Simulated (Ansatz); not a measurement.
```xyz
8

N    -0.093    1.467   -1.109
C    -0.332    0.237   -0.910
Si    0.108   -0.688    0.668
F     0.814    0.388    1.621
H     0.370    1.890   -0.300
H    -0.830   -0.300   -1.728
H    -1.102   -1.205    1.352
H     1.065   -1.790    0.406
```

Charge 0, multiplicity 1.

List the PBE/def2-TZVPP orbital energies in eV (Ansatz). (Best estimate.)

Ansatz gave: Occupied: -1780.75, -660.19, -380.79, -270.24, -138.42, -95.23, -95.12, -95.12, -29.89, -22.82, -15.59, -13.92, -11.87, -11.16, -10.98, -10.61, -9.52, -8.96, -8.21, -6.06. Lowest empty: -2.31, -1.15, 0.25, 1.01, 1.52, 1.74, 1.95, 3.44.
